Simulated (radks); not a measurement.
The numbers below are computed, except where a source is named.
Spherical quantum dot in the effective-mass picture: electrons in a hard-walled sphere of radius 3.44, all in effective atomic units (hartree* = m*/eps^2 hartree, bohr* = eps/m* bohr), one dielectric constant everywhere. Level of theory: non-relativistic Kohn-Sham, PBE, spin-polarised, spherical densities (a radial shooting solver with Libxc functionals). Levels are named by radial order and angular momentum (1s, 1p, 1d, 2s, ...), and open shells are averaged over m. Results are scaled to m* = 0.18 and eps = 12, for which hartree* = 34.01 meV and bohr* = 3.528 nm.

N = 25, configuration 1s2 1p6 1d10 1f(up 7, down 0). This is the lowest configuration that the search found. Occupied and some empty levels:

level,occupation,eigenvalue (meV),<r> (nm)
1s up,1,326.88,8.235
1s down,1,329.60,8.156
1p up,3,334.24,8.532
1p down,3,337.17,8.485
1d up,5,347.08,8.793
1d down,5,350.18,8.764
1f up,7,364.70,9.014
1f down,0,367.93,8.996
2s up,0,379.41,5.461
2s down,0,380.44,5.475
1g up,0,386.70,9.203
1g down,0,390.03,9.191
2p up,0,403.71,6.370
2p down,0,405.04,6.363
2d up,0,432.89,6.943
2d down,0,434.52,6.930

Energy (meV): total 4875.44, kinetic 1344.7, external 0, Hartree 3965.3, exchange-correlation -434.60.
